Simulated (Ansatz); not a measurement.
Reaction (formal exchange of groups at the In–Cl bond): `C[NH][In]([Cl])[Cl]` + CH₄ → `C[NH][In]([CH3])[Cl]` + HCl

Calculated with Ansatz (gas phase, PBE0-D4/def2-TZVP geometries, no zero-point term in ΔE). CBS: MP2 limit from def2 TZ/QZ plus the TZ coupled-cluster correction, frozen cores. This one scheme is used for every species. Functionals use def2-TZVPP. B3LYP here is the variant with VWN-RPA as its local correlation; programs differ in this. Elements past krypton have def2 core potentials. For In outer-core shells are correlated without core-valence functions, which leaves a few kJ/mol of doubt a bond. Each species was taken in one conformer, which may not be the lowest.

Problem. Is it downhill or uphill in electronic energy at CCSD(T)/CBS, and by how much? (An estimate is asked.)

Solution. Computed: Uphill: ΔE = +123.6 kJ/mol.

Problem. What do these levels give: ωB97X-V, ωB97M-V, r2SCAN, B3LYP, SCS-MP2/def2-TZVPP, MP2/CBS(def2)? (An estimate is asked.)

Solution. The calculation gave: ωB97X-V 127.7, ωB97M-V 125.5, r2SCAN 129.7, B3LYP 128.5, SCS-MP2/def2-TZVPP 123.2, MP2/CBS(def2) 123.9 kJ/mol.

Largest T1 diagnostic among the species: 0.013.

In def2-TZVPP, CCSD(T) changes the Hartree–Fock value by −29.4 kJ/mol (the triples alone add −1.6 kJ/mol) and MP2 by −29.2 kJ/mol. From PBE to PBE0 (25 % exact exchange), in def2-TZVPP and without D4, ΔE moves by +4.4 kJ/mol.
